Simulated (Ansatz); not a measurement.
`CB[Te][AlH2]`, charge 0, multiplicity 1.

Problem. Give a relaxed structure at PBE0-D4/def2-TZVP (Ansatz 0.2.0). (Estimate.)

Solution. Ansatz gave: 
Cartesian coordinates in Å:
```
C -0.9652 -0.1142 -1.1173
B -1.2005 -0.7849 0.2605
Te 0.0880 -0.7418 1.9868
Al 1.9822 0.6988 1.1154
H -0.0514 0.4679 -1.2300
H -0.9811 -0.8948 -1.8893
H -1.8245 0.5270 -1.3517
H -2.1911 -1.4251 0.4626
H 3.1796 0.9717 2.1137
H 1.9639 1.2955 -0.3505
```
Point group Cs.
This is one stationary point; other conformers may exist.
